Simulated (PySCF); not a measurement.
CH3OS, SMILES O=[S]C, multiplicity 2. Atoms are numbered in the order given.

```xyz
6

C      0.2997     1.3951     0.0000
S     -0.4985    -0.2236     0.0000
O      0.6030    -1.2415     0.0000
H      0.9186     1.4909     0.8936
H     -0.4832     2.1564     0.0000
H      0.9186     1.4909    -0.8936
```
Charge 0, spin multiplicity 2.

Geometry: r2SCAN-D4/def2-TZVP. The isomer is the one that the SMILES or the coordinates give; other isomers of the formula were not compared.

The numbers are results of B3LYP/pcH-1 (PySCF), not measurements.

Unrestricted Kohn–Sham, ⟨S²⟩ = 0.754. Hyperfine tensors hold the contact and dipolar terms, without spin-orbit corrections.

Problem. Estimate the hyperfine couplings. (The exact figures need the calculation; the answer reports its results.)

Solution. 
```json
[
 {"nucleus": "13C no. 1", "A(iso) (MHz)": "-15.9", "A(iso) (G)": "-5.7", "dipolar principal values (MHz)": "-0.8, 0.1, 0.7"},
 {"nucleus": "33S no. 2", "A(iso) (MHz)": "14.8", "A(iso) (G)": "5.3", "dipolar principal values (MHz)": "-55.0, -49.9, 104.9"},
 {"nucleus": "17O no. 3", "A(iso) (MHz)": "-33.0", "A(iso) (G)": "-11.8", "dipolar principal values (MHz)": "-162.1, 80.1, 82.1"},
 {"nucleus": "1H no. 4", "A(iso) (MHz)": "44.3", "A(iso) (G)": "15.8", "dipolar principal values (MHz)": "-3.2, -2.6, 5.7"},
 {"nucleus": "1H no. 5", "A(iso) (MHz)": "-1.4", "A(iso) (G)": "-0.5", "dipolar principal values (MHz)": "-3.3, -2.4, 5.7"},
 {"nucleus": "1H no. 6", "A(iso) (MHz)": "44.3", "A(iso) (G)": "15.8", "dipolar principal values (MHz)": "-3.2, -2.6, 5.7"}
]
```

Problem. And the g tensor (effective nuclear charges for spin-orbit coupling, GIAO)? (The exact figures need the calculation; the answer reports its results.)

Solution. principal values 2.0021, 2.0118, 2.0228; isotropic 2.0122.
